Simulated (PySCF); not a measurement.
Can point charges reproduce the dipole moment of `CSc1ccc(C)pc1`?

Coordinates (GFN2-xTB, Å) and charges (e) from the PBE0/pcSseg-1 density (PySCF):

| atom | x | y | z | Mulliken | IAO | Hirshfeld | ESP-fitted |
| --- | --- | --- | --- | --- | --- | --- | --- |
| C1 | 3.637 | 0.566 | 0.163 | -0.4039 | -0.5082 | -0.1138 | -0.3691 |
| S2 | 2.410 | 0.359 | 1.483 | +0.0782 | +0.1485 | +0.0187 | -0.1449 |
| C3 | 0.869 | 0.127 | 0.634 | -0.2861 | -0.0871 | -0.0157 | -0.1068 |
| C4 | -0.228 | -0.046 | 1.479 | -0.0324 | -0.1516 | -0.0541 | -0.0930 |
| C5 | -1.511 | -0.241 | 1.011 | +0.0443 | -0.1368 | -0.0441 | -0.3802 |
| C6 | -1.864 | -0.288 | -0.329 | -0.5818 | -0.2077 | -0.0492 | +0.4216 |
| C7 | -3.304 | -0.502 | -0.698 | -0.1584 | -0.4205 | -0.1219 | -0.5245 |
| P8 | -0.714 | -0.107 | -1.624 | +0.5078 | +0.3555 | +0.0791 | -0.3056 |
| C9 | 0.760 | 0.116 | -0.739 | -0.3504 | -0.4058 | -0.1271 | +0.0934 |
| H10 | 3.683 | -0.331 | -0.448 | +0.1605 | +0.1592 | +0.0485 | +0.1319 |
| H11 | 4.585 | 0.714 | 0.670 | +0.1637 | +0.1756 | +0.0584 | +0.2047 |
| H12 | 3.398 | 1.441 | -0.434 | +0.1606 | +0.1594 | +0.0486 | +0.1310 |
| H13 | -0.050 | -0.026 | 2.544 | +0.0975 | +0.1581 | +0.0487 | +0.1803 |
| H14 | -2.300 | -0.367 | 1.742 | +0.0880 | +0.1491 | +0.0519 | +0.1900 |
| H15 | -3.914 | 0.332 | -0.348 | +0.1344 | +0.1537 | +0.0465 | +0.1397 |
| H16 | -3.687 | -1.411 | -0.236 | +0.1316 | +0.1521 | +0.0465 | +0.1360 |
| H17 | -3.419 | -0.584 | -1.777 | +0.1192 | +0.1493 | +0.0410 | +0.1640 |
| H18 | 1.640 | 0.253 | -1.351 | +0.1271 | +0.1571 | +0.0379 | +0.1317 |

Question: Form Σ q r in debye for every column and set it beside the full dipole.

Answer: The full density gives (0.36, 0.08, 0.28) D, 0.46 D in size; dipole vectors point from the negative to the positive end.

| scheme | μx | μy | μz | size (D) | share of the full size (%) | angle to the full dipole (°) |
| --- | --- | --- | --- | --- | --- | --- |
| Mulliken | -0.67 | -0.06 | -2.35 | 2.45 | 530 | 143 |
| IAO | 0.27 | 0.06 | -0.59 | 0.66 | 142 | 102 |
| Hirshfeld | 0.46 | 0.08 | 0.00 | 0.47 | 102 | 37 |
| ESP-fitted | 0.38 | 0.08 | 0.24 | 0.45 | 98 | 5 |

Question: Which set comes closest?

Answer: Length of the difference vector: ESP-fitted 0.04 D, Hirshfeld 0.30 D, IAO 0.88 D, Mulliken 2.83 D. Closest: ESP-fitted. ESP charges are fitted to the potential around the molecule, whose slowest-falling term is the dipole's. 

Question: What is left for the Hirshfeld atoms' own dipoles?

Answer: The Hirshfeld atoms' densities add up to the full density, so μ = Σ q r + Σ (atomic dipoles). The atomic dipoles sum to (0.36, 0.08, 0.28) − (0.46, 0.08, 0.00) = (-0.10, 0.00, 0.28) D, 0.30 D in size.

Question: With the origin at the mean of the coordinates, (0.000, 0.000, 0.097) Å, which are the largest single terms, by size, of the IAO dipole along the direction of the full one?

Answer: C1 -7.22, C7 +6.33, H11 +3.40, H17 -2.79, P8 -2.76 D; all 18 atoms together -0.14 D. The single terms depend on the origin, their sum doesn't.

Question: Give the size of the full dipole in other units.

Answer: 0.46 D = 0.182 au = 0.096 e·Å = 1.54 × 10⁻³⁰ C·m.

Isolated species at its GFN2-xTB geometry (one conformer only).

The run behind these numbers computed NMR shieldings as well. Rough CPU time on one thread of a shared machine: about 70 s.

Shape of the structure used: `[CH3:1][S:2][c:3]1[cH:4][cH:5][c:6]([CH3:7])[p:8][cH:9]1`: C1–S2–C3–C4 180°.
